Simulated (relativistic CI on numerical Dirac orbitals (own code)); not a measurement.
## Slater and spin-orbit integrals, Ta69+

Computed by Dirac-Coulomb-Breit CI, orbitals from a KLI potential per configuration, a model potential for QED, unscaled Slater integrals (own radial code, finite nucleus).

Slater integrals F^k, G^k are unscaled and averaged over j, outside the closed core 1s2; ζ comes from projecting the Hamiltonian with its Breit term on Σ l·s of the shell.

- 2s2p: G^1(2s,2p) = 1.516e+06, ζ(2p) = 7.5056e+06 cm⁻¹; <r>(2s) = 0.07494, <r^2>(2s) = 0.006671, <r>(2p) = 0.06622, <r^2>(2p) = 0.005342 (bohr units).
- 2p²: F^2(2p,2p) = 1.4178e+06, ζ(2p) = 7.4881e+06 cm⁻¹; <r>(2p) = 0.06628, <r^2>(2p) = 0.005352 (bohr units).
- 2p3s: ζ(2p) = 7.575e+06, G^1(2p,3s) = 156810 cm⁻¹; <r>(2p) = 0.06606, <r^2>(2p) = 0.005318, <r>(3s) = 0.1749, <r^2>(3s) = 0.03502 (bohr units).

Averages of the first 10 configurations, taken without configuration mixing, which lowers the lowest level and can move excited configurations by several eV; other configurations of the list can lie among them:

```csv
Configuration,Parity,States,Average energy above the lowest level (eV)
2s²,even,1,10.9
2s2p,odd,12,1127.2
2p²,even,15,2306.2
2p3s,odd,12,11795.8
2p3p,even,36,12135.0
2s3s,even,4,10654.4
2s3p,odd,12,10999.6
2s3d,even,20,11240.9
2s4s,even,4,14288.3
2s4p,odd,12,14431.4
```
